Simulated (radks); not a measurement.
Trend from Sc+ to Zn+: ionisation energy by Delta-SCF between NIST ground configurations, and size. Method: scalar-relativistic Kohn-Sham, r2SCAN, spin-unpolarised, spherical densities, finite nucleus; meta-GGA in the generalised Kohn-Sham scheme; Fermi nuclear charge, rms radius of each element as measured or else 0.836 A^(1/3) + 0.57 fm; computed with a radial shooting solver on a logarithmic mesh with Libxc functionals.

\begin{tabular}{lrrrrrrrr}
species & configuration & configuration of the ion & IE (eV) & NIST (eV) & kind & outermost & <r> outermost (bohr) & r at 0.001 e/bohr^3 (bohr) \\ \hline
Sc+ & [Ar] 3d1 4s1 & [Ar] 3d1 & 12.305 & 12.800 & exp. & 4s & 3.44 & 4.32 \\
Ti+ & [Ar] 3d2 4s1 & [Ar] 3d2 & 13.140 & 13.576 & exp. & 4s & 3.24 & 4.23 \\
V+ & [Ar] 3d4 & [Ar] 3d3 & 14.515 & 14.63 & exp. & 3d & 1.55 & 3.68 \\
Cr+ & [Ar] 3d5 & [Ar] 3d4 & 15.801 & 16.486 & exp. & 3d & 1.41 & 3.62 \\
Mn+ & [Ar] 3d5 4s1 & [Ar] 3d5 & 15.168 & 15.640 & exp. & 4s & 2.83 & 3.97 \\
Fe+ & [Ar] 3d6 4s1 & [Ar] 3d6 & 15.764 & 16.199 & exp. & 4s & 2.73 & 3.89 \\
Co+ & [Ar] 3d8 & [Ar] 3d7 & 19.275 & 17.084 & exp. & 3d & 1.13 & 3.41 \\
Ni+ & [Ar] 3d9 & [Ar] 3d8 & 20.343 & 18.169 & exp. & 3d & 1.06 & 3.35 \\
Cu+ & [Ar] 3d10 & [Ar] 3d9 & 21.378 & 20.292 & exp. & 3d & 1.01 & 3.29 \\
Zn+ & [Ar] 3d10 4s1 & [Ar] 3d10 & 17.963 & 17.964 & exp. & 4s & 2.41 & 3.63 \\
\end{tabular}

Reference values: NIST Atomic Spectra Database (exp. = measured, semi-emp. = semi-empirical, theory = theoretical value adopted there). Spin polarisation and multiplet splitting are left out, so open shells lie too high by an amount that depends on their filling.

Beside tabulated values, note that spin-unpolarised runs miss the spin-polarisation part of the exchange energy of open shells.
